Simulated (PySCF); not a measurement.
Chlorobenzene, SMILES Clc1ccccc1 (PBE0/def2-SVP optimised geometry):

```
12

Cl    -2.804    -0.021     0.000
C     -1.069    -0.010     0.000
C     -0.390     1.208     0.000
C      1.004     1.208     0.000
C      1.711     0.006     0.000
C      1.018    -1.204     0.000
C     -0.375    -1.220     0.000
H     -0.955     2.142     0.000
H      1.539     2.160     0.000
H      2.804     0.013     0.000
H      1.565    -2.150     0.000
H     -0.929    -2.160     0.000
```

Method: PBE0/def2-TZVP in PySCF.

Question: What are the frontier orbital energies and the dipole moment?

Answer: HOMO-2 -8.91 eV, HOMO-1 -7.65 eV, HOMO -7.13 eV, LUMO -0.59 eV, LUMO+1 -0.56 eV; dipole moment 1.67 D.

On the same geometry PBE/def2-TZVP (PySCF) gives HOMO-2 -7.46 eV, HOMO-1 -6.64 eV, HOMO -6.10 eV, LUMO -1.49 eV, LUMO+1 -1.44 eV; dipole moment 1.55 D.

Meta-Löwdin charges at PBE0/def2-TZVP: Cl1 -0.06, C2 0.02, C3 -0.13, C4 -0.11, C5 -0.13, C6 -0.11, C7 -0.13, H8 0.13, H9 0.13, H10 0.13, H11 0.13, H12 0.13.
